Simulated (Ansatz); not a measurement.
Relaxation of AlFH5NO (9 atoms, charge 0, multiplicity 1), to a largest force component of 0.03 eV/Å in at most 50 steps.

These are results of Ansatz, RHF/6-31G*, not measurements.

```xyz
9
Properties=species:S:1:pos:R:3:forces:R:3
Al 0.102 -0.279 0.167 -0.17 0.49 1.66
N 0.019 -0.140 2.028 0.08 -0.15 -1.52
H -0.773 -0.481 2.535 0.00 0.00 0.00
H 0.842 -0.238 2.588 0.00 0.00 0.00
H 1.453 -0.301 -0.623 0.02 0.02 -0.02
F -1.329 -0.566 -0.583 0.00 0.01 -0.02
O -0.399 2.582 0.770 0.13 -0.99 0.79
H -1.305 2.851 0.689 0.00 0.00 0.00
H -0.347 2.048 1.584 -0.06 0.63 -0.88
```

Question: Where does it end, and by what steps?

Answer: The forces met the threshold. After 11 steps the energy has fallen by 0.680 eV; H8 moved furthest, 0.70 Å. Joined: Al1–O7 (2.97 → 2.02 Å).

```csv
step,energy less start (eV),largest force component (eV/Å),accepted
0,0.0000,1.657,yes
1,-0.1455,1.461,yes
2,-0.3883,1.505,yes
3,-0.5686,0.953,yes
4,-0.6156,1.138,yes
5,-0.6497,0.608,yes
6,-0.6725,0.264,yes
7,-0.6771,0.052,yes
8,-0.6787,0.084,yes
9,-0.6792,0.052,yes
10,-0.6796,0.039,yes
11,-0.6797,0.012,yes
```

```xyz
9
Properties=species:S:1:pos:R:3
Al 0.028 0.161 0.373
N 0.068 -0.237 2.134
H -0.714 -0.643 2.608
H 0.907 -0.546 2.581
H 1.350 0.071 -0.491
F -1.429 -0.089 -0.393
O -0.347 2.133 0.602
H -1.176 2.370 0.195
H -0.425 2.257 1.545
```

The run took 21 s on 1 thread of Arm Neoverse V2, with other jobs on the host, peak memory 0.15 GiB.
